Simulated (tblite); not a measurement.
C₄H₁₀Be, charge +1, doublet, geometry from GFN2-xTB (such geometries of metal compounds can be far from the true shape) (a state made from the parent by changing its charge; the spin is typed, not shown lowest); GFN1-xTB with ALPB(water) (tblite).

The tblite input:
```
$ tblite run mol.xyz --method gfn1 --charge 1 --spin 1 --alpb water --json tblite.json --no-restart

# file mol.xyz
15

Be    -0.09093539     0.02255403     0.20871007
C      1.30784528    -0.78380803     0.87688647
C      1.45013436    -2.26698353     0.61807343
H      1.26129073    -0.60606697     1.95867235
H      2.19054026    -0.26108537     0.48938530
H      1.56743605    -2.50075853    -0.43749919
H      0.63100721    -2.84874716     1.03422674
H      2.36417851    -2.61070519     1.11777798
C     -1.46910884     0.82380504    -0.50676292
C     -1.26248761     2.22044290    -1.04875026
H     -2.23576608     0.84775887     0.27789165
H     -1.83280731     0.17235952    -1.31043495
H     -0.55884147     2.25060429    -1.87737346
H     -0.95842269     2.92995360    -0.28276013
H     -2.22317276     2.57573258    -1.44140689
```

The log (banner, timings and long lists left out):

```
xTB calculator
 | screened Coulomb repulsion
 | Coulomb electrostatics
 |  * isotropic Klopman-Ohno-Mataga-Nishimoto electrostatics
 |  * onsite third-order electrostatics
 | DFT-D3(BJ) dispersion correction
 | Interactions (3)
 | [1] alpb/gbsa reaction field model
 | [2] cds contribution to solvation
 | [3] empirical free energy shift and standard state/solvent correction

halogen bonding energy    0.0000000000000E+00 Eh
repulsion energy          2.0957395035221E-01 Eh
dispersion energy        -4.0978721222201E-03 Eh
interaction energy        1.8866393115353E-03 Eh
number of electrons       2.7000000000000E+01 e
integral cutoff           3.8372252746362E+01 bohr

------------------------------------------------------------
  cycle        total energy    energy error   density error
------------------------------------------------------------
      1     -14.08439666093  -1.4291759E+01   6.1149889E-01
      2     -14.13889314150  -5.4496481E-02   3.3646502E-01
      3     -14.13789918724   9.9395426E-04   5.9049285E-02
      4     -14.14029567230  -2.3964851E-03   1.8323507E-02
      5     -14.14036714440  -7.1472108E-05   1.3935524E-02
      6     -14.14139284531  -1.0257009E-03   1.1210169E-03
      7     -14.14139525857  -2.4132640E-06   3.8448663E-04
      8     -14.14139528549  -2.6916267E-08   9.4078875E-05
      9     -14.14139531038  -2.4898410E-08   2.2534025E-05
     10     -14.14139531045  -6.7155170E-11   7.1921361E-06
------------------------------------------------------------

electronic energy        -1.4348758027993E+01 Eh
total energy             -1.4141395310451E+01 Eh

Post processing:
 | Mayer-Wiberg bond orders

[Info] JSON dump of results written to 'tblite.json'
```
